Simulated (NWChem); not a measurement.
System: Si2NH6, doublet; SMILES [SiH3][N][SiH3]

```xyz
9

Si    -0.0101    -1.6506     0.0121
N     -0.5217    -0.0001     0.0720
Si    -0.0148     1.6506    -0.0166
H     -0.8168    -2.3284    -1.0402
H      1.4350    -1.8915    -0.2724
H     -0.3359    -2.2494     1.3368
H     -0.3501     2.2747     1.2939
H     -0.8179     2.3042    -1.0868
H      1.4311     1.8907    -0.2980
```
Atoms are numbered in this order, from 1.

Program: NWChem. Pople sets run with spherical d functions. Spin-unrestricted. Structure relaxed at the B3LYP/6-31G* (spherical d), spin-unrestricted level. No stability test was run on the SCF state. Vzz is the largest principal value of the second derivative of the potential at the nucleus (NWChem prints the opposite sign); η is the asymmetry. Non-relativistic.

```json
[
 {"level": "PBE/cc-pVTZ", "Vzz N2 (a.u.)": "…", "η N2": "…"},
 {"level": "PBE/def2-TZVP", "Vzz N2 (a.u.)": "0.973", "η N2": "0.83"},
 {"level": "UHF/cc-pVTZ", "Vzz N2 (a.u.)": "1.106", "η N2": "0.73"},
 {"level": "UHF/6-31G*", "Vzz N2 (a.u.)": "1.027", "η N2": "0.79"}
]
```

Task: Some entries are withheld; supply them.

Result: 
- PBE/cc-pVTZ, Vzz N2 (a.u.): 0.964
- PBE/cc-pVTZ, η N2: 0.88
